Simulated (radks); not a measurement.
Numerical settings for the helium ion He+, 1s1. Method: scalar-relativistic Kohn-Sham, BLYP, spin-polarised, spherical densities, point nucleus; open shells are filled with parallel spins first; computed with a radial shooting solver on a logarithmic mesh with Libxc functionals. The defaults (mesh step 0.008 in ln r, mesh end at 40 bohr or more with all orbitals vanishing there, Anderson mixing 0.5 over 9 steps, residual threshold near 1e-9 with the energy settled to 1e-9 hartree or 1e-11 of itself, here a cap of 78 iterations) give E = -1.9952 hartree and 1s at -41.896 eV in 10 iterations. Run on one thread of a shared host, so times are rough (Arm Neoverse V2): 0.02 s of CPU time, 0.02 s wall, 10 iterations on 2476 mesh points. Changes against that run (0 stands for a change within the tolerance of the run):

setting                     iterations  converged  E (mhartree)  e(1s) (meV)  CPU (s)
mesh step in ln r 0.05              10        yes             0            0     0.01
mesh step in ln r 0.012             10        yes             0            0     0.02
mesh step in ln r 0.005             13        yes             0            0     0.04
mesh end (bohr) 12                  10        yes             0            0     0.02
mesh end (bohr) 400                 10        yes             0            0     0.02
residual threshold 0.001             6        yes             0        -1.54     0.01
residual threshold 0.01              6        yes             0        -1.54     0.01
mixing 0.2                          13        yes             0            0     0.03
linear mixing, mixing 0.8           14        yes             0            0     0.03
linear mixing, mixing 0.05          78         no     +0.000281         -233     0.14
mixing history 20                   10        yes             0            0     0.02
iteration cap 2                      2         no        +0.315    -8.74e+03        0

No run marked as converged misses the energy by more than 1 mhartree. A mesh that ends early acts as a hard wall.
